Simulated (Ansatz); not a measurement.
C$_{2}$H$_{10}$AsNSi, SMILES `CN(C)[AsH][SiH3]`. The species carries charge 0 and has multiplicity 1.

```xyz
15

C    -1.553   -0.836   -0.859
N    -0.273   -0.353   -0.390
C     0.738   -0.446   -1.424
As   -0.365    1.418    0.280
Si    1.153    0.941    2.040
H    -1.440   -1.870   -1.202
H    -1.970   -0.252   -1.699
H    -2.281   -0.832   -0.045
H     1.701   -0.090   -1.049
H     0.863   -1.496   -1.708
H     0.494    0.124   -2.337
H    -1.554    1.144    1.196
H     2.473    0.629    1.430
H     1.311    2.136    2.915
H     0.702   -0.217    2.851
```

Question: List the harmonic frequencies (cm⁻¹, unscaled) at PBE0-D4/def2-TZVP in Ansatz. (Best estimate.)

Answer: Computed: 37, 89, 127, 225, 247, 270, 291, 353, 362, 447, 541, 563, 682, 782, 876, 934, 940, 976, 1073, 1114, 1166, 1228, 1254, 1432, 1459, 1472, 1483, 1488, 1502, 2189, 2211, 2225, 2239, 2948, 2955, 3056, 3060, 3109, 3117.

Question: Is this a minimum?

Answer: Yes, all 39 modes are real.

Question: Give the ideal-gas thermochemistry at 298.15 K and 1 bar (rigid rotor, harmonic oscillator; point group C1, symmetry number 1).

Answer: Zero-point energy 302.2 kJ/mol; H(298) − E = 328.1 kJ/mol; entropy 390.7 J/(mol·K), of which translation 171.4, rotation 117.4, vibration 101.9; G(298) − E = 211.6 kJ/mol. Modes under 100 cm⁻¹ are hindered rotations or soft bends, so the harmonic entropy is rough.
